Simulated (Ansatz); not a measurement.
Born–Oppenheimer molecular dynamics of BFGeH₃N (7 atoms, charge 0, multiplicity 1). It starts at the highest image of a converged band. Of that band: Neighbouring images differ by up to 1.3 eV, so the band resolves the path poorly. A vibrational analysis at the climbing image gives one clearly imaginary mode, 1381i cm⁻¹: a first-order saddle point.

Computed with RKS PBE0/def2-SVP in Ansatz 0.2.0.

| Property | Result |
| --- | --- |
| ensemble | NVE (velocity Verlet) |
| time step | 0.5 fs |
| steps asked | 200 |
| starting velocities drawn for | 300 K |
| seed | 10811 |

First frame:

```xyz
7
Properties=species:S:1:pos:R:3
F -0.736 -2.177 -0.059
B -0.488 -0.885 0.071
N 0.255 -0.101 0.884
Ge -0.614 0.943 -0.916
H 1.134 -0.111 1.387
H -0.053 1.369 0.558
H 0.564 0.894 -1.970
```

Q: How far do the bonds stretch over the last three quarters of this one trajectory? (Pairs bonded in most of those frames.)

A: 
```
  bond  mean (Å)  spread (Å)  shortest  longest
 F1–B2     1.342       0.028      1.26     1.39
 B2–N3     1.496       0.046      1.41     1.57
B2–Ge4     2.024       0.102      1.80     2.15
 N3–H5     1.027       0.042      0.95     1.11
 N3–H6     1.066       0.114      0.88     1.24
Ge4–H7     1.718       0.073      1.58     1.84
```

Mean temperature of the second half: 1261 K. The conserved energy stayed within 2 meV per atom of its start (net change -0.22 meV per atom), so the integration is sound. The kinetic energy rose, since the run started high on the potential surface and went downhill. A run of 0.1 ps of so small a system gives no equilibrium averages. The orbitals stay closed-shell, which can raise the energy where a bond breaks towards radicals; this wasn't checked here.

Run time: 2.4 min on 2 threads of AMD EPYC 9R45 96-Core Processor (Zen 5), on a shared host, peak memory 0.2 GiB.
